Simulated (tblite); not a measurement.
H$_{4}$AsSi (SMILES [SiH3][AsH]), doublet, at a GFN2-xTB geometry; GFN1-xTB in tblite.

Input for tblite:
```
$ tblite run mol.xyz --method gfn1 --charge 0 --spin 1 --efield 0,0,0.1 --json tblite.json --no-restart

# file mol.xyz
6

Si    -1.40329534    -0.53462063     0.03897477
As     0.72861432     0.32423351    -0.02335434
H     -1.67313328    -1.31833068     1.25215617
H     -2.36838393     0.56910308     0.00592110
H     -1.70511391    -1.41474898    -1.09857261
H      1.34849332    -1.05104054     0.06554169
```

What does tblite print? Leave out banner, timings and long lists.


```
xTB calculator
 | screened Coulomb repulsion
 | Coulomb electrostatics
 |  * isotropic Klopman-Ohno-Mataga-Nishimoto electrostatics
 |  * onsite third-order electrostatics
 | DFT-D3(BJ) dispersion correction
 | Interactions (1)
 | [1] electric field

halogen bonding energy    0.0000000000000E+00 Eh
repulsion energy          3.8045760676856E-02 Eh
dispersion energy        -1.5817706077813E-03 Eh
interaction energy        0.0000000000000E+00 Eh
number of electrons       1.3000000000000E+01 e
integral cutoff           3.1748705921966E+01 bohr

------------------------------------------------------------
  cycle        total energy    energy error   density error
------------------------------------------------------------
      1     -6.302816046402  -6.3392800E+00   1.8470119E-01
      2     -6.295007733226   7.8083132E-03   1.4011074E-01
      3     -6.318118504691  -2.3110771E-02   8.5403238E-02
      4     -6.332323865268  -1.4205361E-02   1.5930820E-02
      5     -6.332724552290  -4.0068702E-04   3.3391688E-03
      6     -6.332749922613  -2.5370323E-05   5.5897659E-04
      7     -6.332750088006  -1.6539261E-07   1.8667133E-04
      8     -6.332750100196  -1.2190353E-08   3.4068156E-05
      9     -6.332750101393  -1.1967103E-09   8.6952857E-06
------------------------------------------------------------

electronic energy        -6.3692140914619E+00 Eh
total energy             -6.3327501013929E+00 Eh

Post processing:
 | Mayer-Wiberg bond orders

[Info] JSON dump of results written to 'tblite.json'
```
